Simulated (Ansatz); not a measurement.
`C=C[SiH](O)Cl` and `C=C[SiH](O)[SiH](O)O` differ in one atom or group.

Ansatz, PBE0-D4/def2-TZVP geometries, multiplicity 1. Each molecule was computed in one conformer, which needn't be the lowest.

```
                                      property  `C=C[SiH](O)Cl`
           HOMO energy (B3LYP/def2-TZVPP) / eV            -8.11
size of the dipole moment (PBE/def2-TZVPP) / D             1.97
         LUMO energy (ωB97M-V/def2-TZVPP) / eV             1.24
         HOMO–LUMO gap (B3LYP/def2-TZVPP) / eV             7.05
             HOMO energy (PBE/def2-TZVPP) / eV            -7.21
            HOMO energy (PBE0/def2-TZVPP) / eV            -8.37
```

Task: Give the same properties after the change, and the shifts. (An estimate is asked.)

Result: Ansatz gave: 
```json
{"property": "HOMO energy (B3LYP/def2-TZVPP) / eV", "`C=C[SiH](O)[SiH](O)O`": "-7.46", "shift": "0.65"}
{"property": "size of the dipole moment (PBE/def2-TZVPP) / D", "`C=C[SiH](O)[SiH](O)O`": "1.50", "shift": "-0.47"}
{"property": "LUMO energy (ωB97M-V/def2-TZVPP) / eV", "`C=C[SiH](O)[SiH](O)O`": "1.07", "shift": "-0.17"}
{"property": "HOMO–LUMO gap (B3LYP/def2-TZVPP) / eV", "`C=C[SiH](O)[SiH](O)O`": "6.44", "shift": "-0.61"}
{"property": "HOMO energy (PBE/def2-TZVPP) / eV", "`C=C[SiH](O)[SiH](O)O`": "-6.41", "shift": "0.80"}
{"property": "HOMO energy (PBE0/def2-TZVPP) / eV", "`C=C[SiH](O)[SiH](O)O`": "-7.64", "shift": "0.73"}
```

Dipoles are sizes alone; their direction can turn.

B3LYP here is the variant with VWN-RPA as its local correlation; programs differ in this.
